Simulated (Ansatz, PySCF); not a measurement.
CHBF₄, SMILES FBC(F)(F)F. Atoms are numbered in the order given.

```xyz
7

B      0.9377     0.5375     0.6531
C     -0.0944    -0.2736    -0.2792
F     -1.3748     0.0947    -0.1230
F     -0.0134    -1.5947    -0.0102
F      0.2252    -0.0999    -1.5796
F      0.4698     1.4491     1.4688
H      2.1167     0.3112     0.6044
```
Charge 0, spin multiplicity 1.

Coordinates come from a B3LYP-D3(BJ)/def2-SVP optimisation.

Vertical ionisation energy (IE) and electron affinity (EA) in eV. Rows of orbital energies are one-electron estimates. Where ΔSCF, EOM or ADC give a negative EA the extra electron is unbound and the value depends on the basis.

| level | IE | EA |
|---|---|---|
| −ε(HOMO), −ε(LUMO), ωB97X/def2-TZVP (PySCF) | 12.41 | -0.44 |
| ΔSCF, PBE0/def2-SVPD (Ansatz), final states of multiplicity 2 and 2 | … | … |

### Question
Fill in the missing entries. (An estimate is asked for; the answer gives what the named calculation found.)

### Answer

- ΔSCF, PBE0/def2-SVPD (Ansatz, a first-principles code), final states of multiplicity 2 and 2, IE: 12.62
- ΔSCF, PBE0/def2-SVPD (Ansatz), final states of multiplicity 2 and 2, EA: -0.10

### Question
What vertical singlet–triplet gap does ΔSCF give with PBE0/def2-SVPD (Ansatz)? (The exact figures need the calculation; the answer reports its results.)

### Answer
5.38 eV (triplet above singlet where positive).
